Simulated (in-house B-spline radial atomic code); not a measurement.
RPA and G0W0 for the rubidium ion Rb⁺, [Ar] 3d10 4s2 4p6, as one setting changes: the share of exact exchange in the PBE hybrid start. A dash marks a level of low quasi-particle weight. Computed with an all-electron radial atomic-structure program (B-spline basis): all electrons, scalar-relativistic (spin-free one-electron X2C), finite nucleus, each spin shell either full or empty, empty states to l = 9 with an (l + 1/2)⁻⁴ tail; G0W0 by contour deformation at full frequency.

```tsv
share of exact exchange in the PBE hybrid start	mean-field level (eV)	G0W0 level (eV)	RPA correlation (Eh)
0	-21.646	4p -27.463	-2.6714
0.1	-22.341	4p -27.543	-2.644
0.2	-23.037	4p -27.610	-2.6176
0.3	-23.734	4p -27.665	-2.592
0.4	-24.433	4p -27.711	-2.5674
0.5	?	?	?
0.6	-25.834	4p -27.781	-2.5204
0.7	-26.536	4p -27.808	-2.498
0.8	-27.239	4p -27.830	-2.4762
0.9	?	?	?
1	-28.647	4p -27.864	-2.4344
```

(1) What belongs in the row for 0.5?

(2) What belongs in the row for 0.9?

(3) At what share of exact exchange does G0W0 leave the highest level unchanged?

Answers

(1) mean-field level (eV): -25.133; G0W0 level (eV): 4p -27.749; RPA correlation (Eh): -2.5435.

(2) mean-field level (eV): -27.942; G0W0 level (eV): 4p -27.849; RPA correlation (Eh): -2.455.

(3) Near 0.89, where the shift changes sign (-0.592 eV at 0.8, +0.094 eV at 0.9).
